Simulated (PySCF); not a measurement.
A GIAO shielding run with PySCF (density fitting, non-relativistic, gas phase) on `C1=C(Cl)C[SiH2][C@@]1(OCC)C`, C7H13ClOSi:

```
$ OMP_NUM_THREADS=1 python probes_run.py task.json out

{"job": {"kind": "nmr", "xc": "PBE0", "basis": "pcSseg-1"}, "charge": 0, "multiplicity": 1}
C      3.030101    -1.207195    -0.306961
C      2.041305    -0.053441    -0.392942
O      1.009859    -0.286017     0.533585
C     -0.203406     0.432843     0.304980
C      0.015773     1.949752     0.325157
C     -1.119365     0.068003     1.445444
C     -2.305203    -0.442515     1.159935
Cl    -3.452829    -0.857830     2.390443
C     -2.720725    -0.671058    -0.255601
Si    -1.157391    -0.218531    -1.249313
H      2.524404    -2.143808    -0.525243
H      3.838813    -1.060913    -1.017743
H      3.441598    -1.264938     0.696981
H      2.554797     0.894338    -0.170847
H      1.623318     0.015521    -1.411261
H      0.551382     2.240930     1.227775
H     -0.948889     2.450728     0.315377
H      0.584166     2.276470    -0.542779
H     -0.769704     0.235775     2.450865
H     -3.583272    -0.049009    -0.498142
H     -3.040566    -1.704771    -0.388554
H     -1.396138     0.823799    -2.251244
H     -0.522782    -1.401150    -1.829831
```

Hardware: 1 thread of an Arm Neoverse V1, shared host. The job also computes population analyses, field gradients, ring-centre shieldings.

(1) How large is the calculation?

(2) How long does it take, and how much memory does it need?

Answers

(1) 94 electrons, 249 basis functions and 1334 auxiliary functions.

(2) 74 s of wall time, with 14 SCF cycles and 5 response iterations; peak memory 1.2 GiB. Times on a shared host scatter by some tens of per cent.
